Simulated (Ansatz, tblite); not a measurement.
Forces on the cluster Nb₃O₅ at its PBE0-D4/def2-SVP geometry. Charge 0, multiplicity 2.

In the def2 sets Nb takes a core potential; there is no spin–orbit coupling. The xTB rows come from tblite. The structure holds one bond between oxygen atoms, so isomers without such links may lie far lower. Another isomer (doublet) lies 4.71 eV lower at PBE0-D4/def2-TZVP; other spin states weren't run for this one.

GFN1-xTB (tblite), largest force 8.24 eV/Å:

```xyz
8
positions Å, forces eV/Å
Nb   -1.204    1.074   -0.249   -3.255    6.146    4.424
Nb    1.008    0.160    0.722   -0.008   -1.733    1.431
Nb   -0.440   -0.651   -1.709    3.181   -4.457   -2.572
O    -1.982   -0.826   -0.707    0.347    0.046   -0.934
O    -0.665    1.102   -2.269   -0.239   -0.784   -0.263
O     1.202   -1.034   -0.800   -0.311    0.587    0.100
O     0.390   -0.213    2.476    2.683    1.221   -0.596
O     1.691    0.390    2.536   -2.398   -1.026   -1.589
```

GFN2-xTB (tblite), largest force 9.59 eV/Å:

```
Nb -4.066 7.410 4.537
Nb 1.588 -1.059 2.353
Nb 3.470 -6.647 -4.939
O -0.511 -0.435 -0.265
O -0.427 0.529 -0.276
O -0.095 -0.383 -1.381
O 1.948 1.120 0.352
O -1.907 -0.535 -0.382
```

PBE-D4/def2-TZVP (Ansatz), largest force 1.15 eV/Å:

```
Nb 0.217 -0.130 0.056
Nb -0.325 0.514 -0.976
Nb 0.434 -0.413 -0.126
O -0.912 -0.285 0.446
O -0.075 0.941 -0.450
O 0.606 -0.496 -0.049
O -0.731 -0.329 0.569
O 0.785 0.197 0.530
```
